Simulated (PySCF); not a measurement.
ethylene (C2H4), singlet, at a GFN2-xTB geometry. Base run: HF/6-31G in PySCF.

Input for PySCF:
```python
from pyscf import gto, scf

mol = gto.Mole()
mol.atom = '''
    C    -0.01328681   -0.00656652    0.65800535
    C     0.01328681    0.00656652   -0.65800535
    H    -0.02089650    0.90169144    1.23822259
    H    -0.02873771   -0.92622134    1.21982272
    H     0.02873771    0.92622134   -1.21982272
    H     0.02089650   -0.90169144   -1.23822259
'''
mol.basis = '6-31g'
mol.verbose = 4
mol.build()

mf = scf.RHF(mol)
mf.kernel()
mf.analyze()
```

Each row names what was changed in the base input (with any setting that the change needs).

| change | ΔE vs base (mEh) | SCF cycles | outcome |
|---|---|---|---|
| base | 0.000 | 7 | converged |
| diis_space = 20 | 0.000 | 7 | converged |
| solver = newton; init_guess = 1e | 908.0 | - | another SCF solution |
| level_shift = 0.1 (with mf.max_cycle = 100) | 0.000 | 8 | converged |
| conv_tol = 1e-6 | 0.000 | 6 | converged |
| level_shift = 0.3 (with mf.max_cycle = 100) | 0.000 | 9 | converged |
| init_guess = huckel | 0.000 | 7 | converged |
| diis_space = 12 | 0.000 | 7 | converged |
| diis = off; damp = 0.6 (with mf.diis_start_cycle = 200; with mf.max_cycle = 150) | 0.000 | 27 | converged |
| damp = 0.5; diis_start_cycle = 5 | 0.000 | 9 | converged |
| conv_tol = 1e-11 | 0.000 | 8 | converged |
| conv_tol = 1e-12 | 0.000 | 8 | converged |
| init_guess = mod_huckel | 0.000 | 7 | converged |

A guess, shift, damping, solver or small numerical setting can't move a converged solution much, so rows marked as another SCF solution ended in a different state.
